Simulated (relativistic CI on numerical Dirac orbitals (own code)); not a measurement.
Hyperfine structure of Tm21+, mass number 171

Method of calculation: Dirac-Coulomb-Breit CI, KLI orbitals optimised for each configuration, QED by a radiative potential, unscaled Slater integrals (own radial code, finite nucleus).

Configurations in the expansion (outside the closed core [Ar] 3d10 4s2): 4p⁶4d¹⁰4f², 4p⁶4d¹⁰4f5s, 4p⁶4d¹⁰5s², 4p⁶4d¹⁰4f5p, 4p⁶4d⁹4f³, 4p⁶4d¹⁰5s5p, 4p⁶4d¹⁰5p², 4p⁶4d¹⁰4f5d, 4p⁶4d¹⁰5s5d, 4p⁵4d¹⁰4f³, 4p⁶4d¹⁰5p5d, 4p⁶4d⁹4f5s², 4p⁶4d⁹4f²5s, 4p⁶4d¹⁰4f5f, 4p⁶4d¹⁰5d², 4p⁶4d⁹4f5s5p. Levels of other configurations are missing.

Nuclear spin I = 1/2, μ = -0.23 μN (tables of Stone and Pyykkö). The electronic factors are computed for point nuclear moments, without core polarisation or the Bohr-Weisskopf and QED corrections.

```json
{"Level": "4p⁶4d¹⁰4f² ³H4", "E (cm⁻¹)": "0.0", "A (MHz)": "-1270"}
{"Level": "4p⁶4d¹⁰4f² ³H5", "E (cm⁻¹)": "14108.4", "A (MHz)": "-911.7"}
{"Level": "4p⁶4d¹⁰4f² ³F2", "E (cm⁻¹)": "15283.8", "A (MHz)": "-1249"}
{"Level": "4p⁶4d¹⁰4f² ³F3", "E (cm⁻¹)": "25446.3", "A (MHz)": "-810.5"}
{"Level": "4p⁶4d¹⁰4f² ³H6", "E (cm⁻¹)": "27074.4", "A (MHz)": "-729.4"}
{"Level": "4p⁶4d¹⁰4f² ³F4", "E (cm⁻¹)": "42760.3", "A (MHz)": "-696.9"}
{"Level": "4p⁶4d¹⁰4f² ¹D2", "E (cm⁻¹)": "54579.2", "A (MHz)": "-778.6"}
{"Level": "4p⁶4d¹⁰4f² ¹I6", "E (cm⁻¹)": "66895.4", "A (MHz)": "-887.9"}
```

Levels with J = 0, under 50 % of one LS term, or S terms without an open s electron are left out. Small factors come from cancelling terms and can be off by tens of per cent or more.

At this charge transitions that keep the count of f electrons are usually good to a few per cent. Terms inside the open d or f shell come out 10 to 20 % too wide with unscaled integrals. Levels that differ in their count of f electrons can be misplaced by several ten thousand cm⁻¹, since the correlation energy of f electrons is missing or only estimated; rates across such gaps can be off by orders of magnitude.

(1) Give the hyperfine levels of 4p⁶4d¹⁰4f² ³H4 relative to its centre of gravity.

Answers

(1) With K = F(F + 1) − I(I + 1) − J(J + 1), E = AK/2: F = 7/2: 3175, F = 9/2: -2540 MHz.

LS names give the leading component of a level, which can be under half, so a name can repeat, a term be missing and a line seem to break the LS rules.
